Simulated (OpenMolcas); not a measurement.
neutral potassium: effect of the level shift or regulariser

| Quantity | Value |
| --- | --- |
| Program | OpenMolcas |
| Basis | ANO-RCC-VQZP [7s6p3d2f1g] |
| Scalar Hamiltonian | DKH2, point nucleus |
| Active space | 1 electron in 9 orbitals (3d 4s 4p) |
| State averaging | 2S+1 = 2 even, 1 root; 2S+1 = 2 odd, 3 roots |
| Spin-orbit coupling | RASSI with atomic mean-field integrals over the reference wave functions, term energies averaged over their components |

Methods on the same reference wave functions:
A. CASSCF
B. SS-CASPT2, IPEA 0.25 Eh, imaginary shift 0.1 Eh (closed shells correlated: 3s 3p)
C. SS-CASPT2, IPEA 0.25 Eh, real shift 0.2 Eh (closed shells correlated: 3s 3p)

Energies in cm-1 above 4s 2S 1/2, the measured ground level; measured values from NIST Handbook of Basic Atomic Spectroscopic Data.

| Level | A | B | C | Measured |
| --- | --- | --- | --- | --- |
| 4s 2S 1/2 | 0.0 | 0.0 | 0.0 | 0.0 |
| 4p 2P* 1/2 | 11496 | 13074 | 13059 | 12985 |
| 4p 2P* 3/2 | 11531 | 13109 | 13094 | 13043 |

Deviations, from unrounded energies. A percentage is the sum of absolute deviations over the sum of measured energies, with the sign that they share, or ± where signs differ.

```tsv
Against measurement	Levels	A	B	C
mean absolute deviation (cm-1)	2	1500	77	63
other configurations (%)	2	-11.5	+0.6	+0.5
```

C lies closest to measurement on these levels and A furthest from it. The largest miss of C in the table is 4p 2P* 1/2, by +74 cm-1. The ranking rests on the paired levels alone, and a cruder setting can come out closer through cancelling errors.

Between B and C the level of the table that moves most is 4p 2P* 1/2, by 15 cm-1 (lowest in C, highest in B).

The lowest spin-free term lies below A's lowest term by 0.249 hartree in B, 0.248 hartree in C.

ANO sets are built for ground and valence states and can reach diffuse excited orbitals poorly. No level of 3d was computed, though it lies in the active space. With one active electron the reference holds no correlation, so core polarisation is missing (holds for A). With one active electron, CASPT2 adds the correlation within the correlated inactive shells and between them and that electron, and leaves the splitting within a term as the reference gives it (holds for B; C). Computed and measured levels are paired by configuration, term and J; levels that our copy of the source lacks, or whose pairing is in doubt (as where it misses far off the trend of its configuration), stay unpaired and out of the deviations. Levels of configurations outside the active space are missing.

* marks odd parity.
